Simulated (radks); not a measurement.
Values are calculated unless marked as measured or tabulated.
Task: The mean radii <r> (bohr) of the occupied orbitals of an atom or ion are listed with their occupations. Code: a radial shooting solver on a logarithmic mesh with Libxc functionals. Model: scalar-relativistic Kohn-Sham, BLYP, spin-polarised, spherical densities, finite nucleus; Fermi nuclear charge, rms radius of each element as measured or else 0.836 A^(1/3) + 0.57 fm.

| orbital | occ. | <r> |
|---|---|---|
| 1s down | 1 | 0.01932 |
| 1s up | 1 | 0.01932 |
| 2s up | 1 | 0.08184 |
| 2s down | 1 | 0.08184 |
| 2p up | 3 | 0.07291 |
| 2p down | 3 | 0.07291 |
| 3s up | 1 | 0.2127 |
| 3s down | 1 | 0.2127 |
| 3p up | 3 | 0.2123 |
| 3p down | 3 | 0.2123 |
| 3d up | 5 | 0.1925 |
| 3d down | 5 | 0.1925 |
| 4s up | 1 | 0.4775 |
| 4s down | 1 | 0.4775 |
| 4p up | 3 | 0.5070 |
| 4p down | 3 | 0.5071 |
| 4d up | 5 | 0.5456 |
| 4d down | 5 | 0.5458 |
| 5s up | 1 | 1.142 |
| 5s down | 1 | 1.144 |
| 5p up | 3 | 1.324 |
| 5p down | 3 | 1.327 |
| 4f up | 7 | 0.6816 |
| 4f down | 6 | 0.6847 |

Name the element and its charge. Open shells, if any, are filled with parallel spins first.

Result: Z = 71, lutetium, charge +4: Lu4+ in [Xe] 4f13. The 1s radius gives Z: for a bare nucleus <r> = (2 gamma + 1)/(2Z) with gamma = sqrt(1 - (Z/c)^2), 0.01909 bohr for Z = 71, and screening makes it slightly larger (0.01932 here). The occupations add up to 67, and the charge is Z minus that.
